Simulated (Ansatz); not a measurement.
Energy needed to pull apart AlH₅Se (SMILES [AlH3-][SeH2+]), closed shell, into free ground-state atoms, from the structure below (displaced at random from a GFN2-xTB minimum); no zero-point or spin–orbit terms; open-shell atoms are treated unrestricted, in their ground-state multiplicity.

```tsv
atom	x (Å)	y (Å)	z (Å)
Al1	-0.7024	-0.6332	-0.6309
Se2	1.0277	0.1773	1.2260
H3	-0.4282	-2.2230	-0.5308
H4	-2.0527	0.0042	0.0587
H5	-0.0531	0.2069	-1.7732
H6	1.8877	0.9554	0.2217
H7	0.2503	1.4078	1.3628
```

Computed with Ansatz 0.2.0 (basis: def2-TZVPP); correlated methods freeze the cores. Filled d shells of the heavier atoms are correlated. The def2 sets are not built for correlating such inner shells, so the correlated values are less sure here.

```tsv
method	atomization energy (kcal/mol)
PBE-D4	380.7
r2SCAN-D4	387.8
PBE0-D4	378.8
r2SCANh-D4	?
LC-wPBE	?
wB97M-V	386.4
HF	282.1
MP2	371.9
CCSD	378.0
CCSD(T)	381.3
```

(1) What does r2SCANh-D4 give? (Judge from chemistry; the value comes from the calculation.)

(2) What does LC-wPBE give? (Judge from chemistry; the value comes from the calculation.)

No T1 diagnostic of these runs exceeds 0.009.

Results:

(1) The calculation gives: 386.2 kcal/mol, which is about 4.8 kcal/mol more than CCSD(T)/def2-TZVPP.

(2) Computed: 377.1 kcal/mol, which is about 4.3 kcal/mol less than CCSD(T)/def2-TZVPP.

In triple zeta the MP2 and coupled-cluster atomization energies are still short of their basis limit by a few kcal/mol a bond, whereas those of the functionals are nearly converged, so these differences are not deviations from converged CCSD(T).

For scale, one of the runs: CCSD(T)/def2-TZVPP forces, 160 basis functions (an equivalent command: `ansatz run in.yaml --threads 4`). Time: 88 s of wall clock on 4 CPU threads; the host was shared. Peak host memory: 2 GiB.
